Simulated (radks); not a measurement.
The numbers below are computed, except where a source is named.
Q: Ionisation of Cd2+, [Kr] 4d10, to Cd3+, [Kr] 4d9, under several functionals. Scalar-relativistic Kohn-Sham, spin-polarised, spherical densities, finite nucleus; open shells are filled with parallel spins first (spin-orbit coupling, left out, can overturn this in heavy ions); a radial shooting solver on a logarithmic mesh with Libxc functionals. Known Delta-SCF values: BP86 37.899 eV; revPBE 37.725 eV; HCTH/407 38.374 eV. What does LDA (Slater exchange, VWN5 correlation) give, and what is its highest occupied eigenvalue?

A: 38.085 eV by Delta-SCF; the 4d eigenvalue is -30.716 eV. NIST: 37.47 eV (measured).
